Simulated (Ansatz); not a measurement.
```yaml
crystal:
  periodic: [false, false, false]
  atoms:
    - {symbol: F, position_ang: [1.121629, -0.276785, -0.774255]}
    - {symbol: B, position_ang: [0.103177, -0.153364, 0.038134]}
    - {symbol: Br, position_ang: [-1.091989, 1.312165, -0.194371]}
    - {symbol: H, position_ang: [-0.077317, -0.942317, 0.910191]}
basis:
  gaussian: {orbitals: def2-mTZVPP}
total_charge: 1
magnetization: {spin_polarized: true, initial_magnetization: 1}
hamiltonian: {xc: {name: HF}}
correlation: {method: mp2, frozen_orbitals: {F: 0}}
output: {forces: true}
```

```sh
$ ansatz run in.yaml --threads 2 --pin off --events-out ev --progress --plain --max-ram 32768MiB --backend cpu
```

How does Ansatz answer? (An estimate is asked.)

Ansatz gave: The program refused the input.
```
Functional definition: HF
Error: "frozen_orbitals" has no count for B
```
